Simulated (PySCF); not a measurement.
ClH6NSSi2, SMILES N[SiH2]S[SiH2]Cl.

Geometry optimised at B3LYP-D3(BJ)/def2-SVP. This is a generated structure with no PubChem entry under its InChIKey; it may be hypothetical. Other conformers were not sampled.

Computed with SMD-PBE0/6-31G* in PySCF.

Solvation free energies are E(SMD) − E(gas) at the gas-phase geometry, for 1 M in both phases. In vacuum the dipole moment is 0.50 D.

Computed solvation free energies in water, ethanol, dichloromethane:
```json
[
 {"solvent": "water", "ΔG(solv) (kcal/mol)": "-1.8", "its non-electrostatic (CDS) part": "3.4", "dipole (D)": "0.59"},
 {"solvent": "ethanol", "ΔG(solv) (kcal/mol)": "-6.0", "its non-electrostatic (CDS) part": "-1.0", "dipole (D)": "0.59"},
 {"solvent": "dichloromethane", "ΔG(solv) (kcal/mol)": "-5.6", "its non-electrostatic (CDS) part": "-1.2", "dipole (D)": "0.58"}
]
```
